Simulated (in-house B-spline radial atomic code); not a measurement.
Ionisation energies along the 48-electron series, configuration [Kr] 4d10 4f2, as differences of self-consistent energies. NIST's values go from ground level to ground level; the uncertainty of those that are theory runs from under 0.1 % in few-electron ions to several per cent in heavy many-electron ones. Computed with a radial B-spline atomic code at the basis-set limit: non-relativistic Hartree-Fock, average of the configuration, point nuclei.

This level leaves out relativity, spin-orbit splitting included, which matters for heavy ions.

| ion | configuration after | ionisation energy (eV) | IE/(q+1)² (eV) | -ε less Coulomb ΔSCF (eV) | tabulated value (eV) | computed minus tabulated (eV) |
| --- | --- | --- | --- | --- | --- | --- |
| Eu15+ | [Kr] 4d10 4f1 | 312.4 | 1.2204 | 1.8031 | 311 | 1.4 |
| Gd16+ | [Kr] 4d10 4f1 | 351.0 | 1.2146 | 1.8562 | 352 | -1.0 |
| Tb17+ | [Kr] 4d10 4f1 | 391.5 | 1.2083 | 1.9045 | 393 | -1.5 |
| Dy18+ | [Kr] 4d10 4f1 | 433.8 | 1.2016 | 1.9485 | 431 | 2.8 |
| Ho19+ | [Kr] 4d10 4f1 | 477.9 | 1.1947 | 1.9889 | 475 | 2.9 |
| Er20+ | [Kr] 4d10 4f1 | 523.8 | 1.1878 | 2.026 | 520 | 3.8 |
| Tm21+ | [Kr] 4d10 4f1 | 571.5 | 1.1809 | 2.0604 | 570 | 1.5 |
| Yb22+ | [Kr] 4d10 4f1 | 621.1 | 1.174 | 2.0922 | 610 | 11.1 |
| Lu23+ | [Kr] 4d10 4f1 | 672.4 | 1.1673 | 2.1219 | 670 | 2.4 |
